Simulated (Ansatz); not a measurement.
Li₂I₂⁻. The state is a doublet with charge -1. Geometry r2SCAN-D4/def2-TZVP, that of the neutral singlet; atoms count from 1.

```xyz
4

Li   -1.106    0.881   -0.112
Li    1.106   -0.881    0.111
I    -1.321   -1.572    0.683
I     1.321    1.572   -0.683
```

In the def2 sets I takes a core potential; there is no spin–orbit coupling. The highest occupied level of the charge -1 doublet lies above zero (up to 0.68 eV). By energy differences its removal costs 0.30 eV (vertical, to the charge 0 singlet, at PBE0-D4/def2-TZVPD); a positive level beside a positive removal energy at the same level points to self-interaction error. The structure comes from a short search, and lower isomers may exist.

Estimate the Mulliken populations from the PBE0/def2-TZVPD orbitals of Ansatz.


```
atom  charge (e)  spin (α − β)
 Li1        0.04          0.72
 Li2        0.04          0.72
  I3       -0.54         -0.22
  I4       -0.54         -0.22
```
Mulliken values and Mayer orders depend strongly on the basis. With diffuse functions, as here, like atoms can get unlike values, and bond orders can come out too low or too high.

Where does the spin sit?

Summed by element: Li 1.43, I -0.43, of 1 unpaired in all. Largest on single atoms: Li1 0.72, Li2 0.72, I3 -0.22.

And the Mayer bond orders between bonded heavy atoms (over 0.3)?

Li1–Li2 0.95 (2.84 Å).
